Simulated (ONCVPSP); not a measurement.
**La (Z = 57) ONCV: all-electron and pseudo phase curves**

ONCVPSP 4.0.1 input, shortened (lines: element, Z, core and valence counts, functional; n l f; lmax; l rc ep ncon nbas qcut; lloc lpopt rc5 dvloc0; l nproj debl; icmod fcfact rcfact), PBE, scalar-relativistic:

```
  La 57.00    9    4        4      upf
    1    0    2.00
    2    0    2.00
    2    1    6.00
    3    0    2.00
    3    1    6.00
    3    2   10.00
    4    0    2.00
    4    1    6.00
    4    2   10.00
    5    0    2.00
    5    1    6.00
    5    2    1.00
    6    0    2.00
    3
    0    2.65    0.00    4    7    4.40
    1    3.05    0.00    4    7    4.70
    2    4.00    0.00    3    8    4.10
    3    4.05    0.30    4    7    3.00
    4    5    2.45    0.00
    0    3    1.60
    1    2    1.40
    2    2    1.80
    3    2    1.10
    1    0.50    0.00
```

In the f channel the program set the typed energies aside and used -0.160, 0.940 Ha.

The phase is arctan(r·R′/R) of the radial function R(r), unwrapped; energies in Ha, scanned from -3 to 5 Ha. A pole is an energy at which the radial function vanishes at the test radius. The pseudo phase is shifted by a multiple of π to meet the all-electron one at the reference energy, and phase errors are pseudo minus all-electron; the curves can meet again beyond the range given. Levels narrower than the energy grid can be missing from the lists of poles.

```
channel  radius (bohr)  reference energy (Ha)      poles, all-electron      poles, pseudo  unbroken range about the reference energy with phases within 0.05 rad  phase error 1 Ha above the reference energy (rad)
      s           2.69                  -0.14              -1.31, 2.29        -1.31, 2.29                                                              below 3.8                                             -0.000
      p           3.09                  -0.82              -0.72, 1.88  -0.72, 1.87, 4.83                                                              below 3.0                                             +0.000
      d           4.07                  -0.11         0.00, 1.33, 3.48   0.00, 1.33, 3.50                                                              below 2.2                                             +0.003
      f           4.12                  -0.16  -0.15, 0.83, 2.27, 4.39  -0.15, 0.83, 3.56                                                              below 0.0                                             +0.002
```

Note: no bound ghost flagged; GHOST(+) flagged for s at 130.7 eV.

Phases in the p channel:

| E (Ha) | all-electron | pseudo |
| --- | --- | --- |
| -2.98 | 1.404 | 1.404 |
| -2.76 | 1.395 | 1.395 |
| -2.54 | 1.384 | 1.384 |
| -2.32 | 1.371 | 1.371 |
| -2.10 | 1.354 | 1.354 |
| -1.88 | 1.331 | 1.332 |
| -1.66 | 1.300 | 1.300 |
| -1.44 | 1.248 | 1.248 |
| -1.22 | 1.136 | 1.137 |
| -1.00 | 0.543 | 0.543 |
| -0.78 | -1.468 | -1.468 |
| -0.56 | -1.725 | -1.725 |
| -0.34 | -1.856 | -1.856 |
| -0.12 | -2.013 | -2.013 |
| 0.10 | -2.319 | -2.319 |
| 0.32 | -3.098 | -3.098 |
| 0.54 | -3.981 | -3.981 |
| 0.76 | -4.336 | -4.336 |
| 0.98 | -4.490 | -4.490 |
| 1.20 | -4.575 | -4.575 |
| 1.42 | -4.632 | -4.632 |
| 1.64 | -4.675 | -4.675 |
| 1.86 | -4.710 | -4.711 |
| 2.08 | -4.742 | -4.745 |
| 2.30 | -4.776 | -4.780 |
| 2.52 | -4.814 | -4.822 |
| 2.74 | -4.864 | -4.882 |
| 2.96 | -4.941 | -4.989 |
| 3.18 | -5.094 | -5.282 |
| 3.40 | -5.548 | -6.567 |
| 3.62 | -6.838 | -7.436 |
| 3.84 | -7.423 | -7.638 |
| 4.06 | -7.601 | -7.723 |
| 4.28 | -7.683 | -7.774 |
| 4.50 | -7.731 | -7.810 |
| 4.72 | -7.764 | -7.840 |
| 4.94 | -7.789 | -7.868 |
